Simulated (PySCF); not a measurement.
C2H3F3. Atoms are numbered in the order given.

```xyz
8

C      0.0000     0.0000     1.4742
C      0.0000     0.0000    -0.0305
F     -1.0836    -0.6256    -0.5253
F      1.0836    -0.6256    -0.5253
F      0.0000     1.2512    -0.5253
H     -0.8966     0.5177     1.8406
H      0.8966     0.5177     1.8406
H      0.0000    -1.0353     1.8406
```

The structure is a stationary point at B3LYP-D3(BJ)/def2-SVP.

Level of theory: B3LYP-D3(BJ)/def2-SVP run with PySCF 2.14.0.

No scaling factor is applied to the harmonic values.

Modes within 1.5 cm⁻¹ of each other (mostly degenerate sets) share a row, with their intensities summed.

```json
[
 {"mode": "1", "ν (cm⁻¹)": "236", "IR (km/mol)": "0.0", "Raman (Å⁴/amu)": "0.0", "depolarisation": "–", "moving atoms (share of kinetic energy)": "H 96 %"},
 {"mode": "2–3", "ν (cm⁻¹)": "366", "IR (km/mol)": "1.1", "Raman (Å⁴/amu)": "0.6", "depolarisation": "0.75", "moving atoms (share of kinetic energy)": "F 59 %, H 21 %, C 19 %"},
 {"mode": "4–5", "ν (cm⁻¹)": "544", "IR (km/mol)": "2.2", "Raman (Å⁴/amu)": "1.6", "depolarisation": "0.75", "moving atoms (share of kinetic energy)": "F 84 %, C 8 %, H 8 %"},
 {"mode": "6", "ν (cm⁻¹)": "605", "IR (km/mol)": "22.7", "Raman (Å⁴/amu)": "2.2", "depolarisation": "0.63", "moving atoms (share of kinetic energy)": "F 50 %, C 40 %, H 10 %"},
 {"mode": "7", "ν (cm⁻¹)": "844", "IR (km/mol)": "3.6", "Raman (Å⁴/amu)": "5.9", "depolarisation": "0.01", "moving atoms (share of kinetic energy)": "F 70 %, C 21 %, H 8 %"},
 {"mode": "8–9", "ν (cm⁻¹)": "976", "IR (km/mol)": "87.1", "Raman (Å⁴/amu)": "6.6", "depolarisation": "0.75", "moving atoms (share of kinetic energy)": "H 53 %, C 27 %, F 20 %"},
 {"mode": "10–11", "ν (cm⁻¹)": "1261", "IR (km/mol)": "522.8", "Raman (Å⁴/amu)": "1.3", "depolarisation": "0.75", "moving atoms (share of kinetic energy)": "C 72 %, H 16 %, F 12 %"},
 {"mode": "12", "ν (cm⁻¹)": "1295", "IR (km/mol)": "148.6", "Raman (Å⁴/amu)": "1.1", "depolarisation": "0.75", "moving atoms (share of kinetic energy)": "C 60 %, H 30 %, F 10 %"},
 {"mode": "13", "ν (cm⁻¹)": "1427", "IR (km/mol)": "122.1", "Raman (Å⁴/amu)": "0.9", "depolarisation": "0.68", "moving atoms (share of kinetic energy)": "H 51 %, C 47 %"},
 {"mode": "14–15", "ν (cm⁻¹)": "1456", "IR (km/mol)": "0.0", "Raman (Å⁴/amu)": "24.6", "depolarisation": "0.75", "moving atoms (share of kinetic energy)": "H 95 %"},
 {"mode": "16", "ν (cm⁻¹)": "3068", "IR (km/mol)": "0.3", "Raman (Å⁴/amu)": "114.6", "depolarisation": "0.02", "moving atoms (share of kinetic energy)": "H 97 %"},
 {"mode": "17–18", "ν (cm⁻¹)": "3169", "IR (km/mol)": "5.0", "Raman (Å⁴/amu)": "108.8", "depolarisation": "0.75", "moving atoms (share of kinetic energy)": "H 90 %, C 10 %"}
]
```
